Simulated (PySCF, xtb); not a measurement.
CH₆SiTe, SMILES C[Te][SiH3].

GFN2-xTB run with xtb at its own geometry gives an orbital gap of 3.76 eV and a dipole moment of 1.08 D.

The structure is a stationary point at B3LYP-D3(BJ)/def2-SVP. The def2 effective core potentials stand for the cores of Te; spin–orbit coupling is left out.

**Question.** What does PBE0/def2-TZVPD (PySCF) give? (An estimate is asked for; the answer gives what the named calculation found.)

**Answer.** gap 5.19 eV (levels -6.15 and -0.97 eV), dipole 1.12 D.
